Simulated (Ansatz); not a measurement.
System: CH4Al, charge 0, multiplicity 2. It need not be the lowest isomer of its formula. 
Structure (B3LYP-D3(BJ)/def2-TZVP (Ansatz, a first-principles code) minimum search):
```
C
H 1 1.0899
H 1 1.0956 2 108.34
H 1 1.0956 2 108.34 3 115.78
Al 1 1.9732 2 114.42 3 -122.11
H 5 1.6066 1 117.21 2 180.00
```
Charge 0, spin multiplicity 2.

Basis-set convergence of Hartree-Fock and MP2 correlation energies (hartree) with Ansatz. Valence correlation only, unless marked. Open shells are spin-unrestricted. No spin-orbit coupling. Non-relativistic.

```
basis        functions       E(HF)  E(corr, MP2)
-----------  ---------  ----------  ------------
cc-pV(D+d)Z         57  -282.07703      -0.19994
cc-pV(T+d)Z        125         ___           ___
```

### Question
What belongs in the gaps?

### Answer

- cc-pV(T+d)Z, E(HF): -282.09928
- cc-pV(T+d)Z, E(corr, MP2): -0.24485
